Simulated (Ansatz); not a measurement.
`[CH3][Ge]([CH3])([OH])[F]` + H₂ → `[CH3][GeH]([OH])[F]` + CH₄ at 600 K and 1 bar (hydrogenolysis of a Ge–C bond).

Isolated molecules relaxed with PBE0-D4/def2-TZVP in Ansatz; ΔE leaves out vibrations. CBS: MP2 limit from def2 TZ/QZ plus the TZ coupled-cluster correction, frozen cores. This one scheme is used for every species. For Ge outer-core shells are correlated without core-valence functions, which leaves a few kJ/mol of doubt a bond. Scalar relativity is left out up to krypton. Each species was taken in one conformer, which may not be the lowest.

```json
{"species": "`[CH3][Ge]([CH3])([OH])[F]`", "CCSD(T)/CBS energy (Eh)": "-2331.49638", "H − E (kJ/mol)": "306.5", "S (J/(mol·K))": "482.8"}
{"species": "H₂", "CCSD(T)/CBS energy (Eh)": "-1.17544", "H − E (kJ/mol)": "43.9", "S (J/(mol·K))": "150.8"}
{"species": "`[CH3][GeH]([OH])[F]`", "CCSD(T)/CBS energy (Eh)": "-2292.21807", "H − E (kJ/mol)": "215.3", "S (J/(mol·K))": "416.3"}
{"species": "CH₄", "CCSD(T)/CBS energy (Eh)": "-40.46206", "H − E (kJ/mol)": "140.4", "S (J/(mol·K))": "215.7"}
```

H − E and S are ideal-gas, rigid-rotor, harmonic terms from PBE0-D4/def2-TZVP, for one conformer and one mirror image of each species. The MP2-based limit puts H₂ 0.8 mEh under its directly extrapolated value; such offsets cancel only in part. 1 Eh = 2625.50 kJ/mol, R = 8.31446 J/(mol·K).

Q: By hand: ΔE, ΔH, ΔS and ΔG.

A: ΔE = (-2292.21807) + (-40.46206) − (-2331.49638) − (-1.17544) = -0.00831 Eh = -21.8 kJ/mol. Δ(H − E) = 215.3 + 140.4 − 306.5 − 43.9 = 5.3, so ΔH = -16.5 kJ/mol. ΔS = 416.3 + 215.7 − 482.8 − 150.8 = -1.6 J/(mol·K). ΔG = -16.5 − 600 × (-1.6)/1000 = -15.5 kJ/mol.

Q: By hand: the equilibrium constant, and the temperature at which ΔG would vanish if ΔH and ΔS stayed fixed.

A: log₁₀ K = −ΔG/(RT ln 10) = 1.3. ΔG = 0 at ΔH/ΔS = 10312 K, far beyond where these terms or the molecules hold.

The number of gas molecules stays the same, so ΔS is small and ΔH decides. A doubt of 5 kJ/mol in ΔE shifts log₁₀ K by 0.4 here. Other conformers and mirror images would add mixing entropy, several J/(mol·K) or more a flexible species. These are equilibria of isolated gas molecules and say nothing of rates. Largest T1 diagnostic: 0.011 (customary marks: 0.02 for closed shells, 0.045 for open ones).
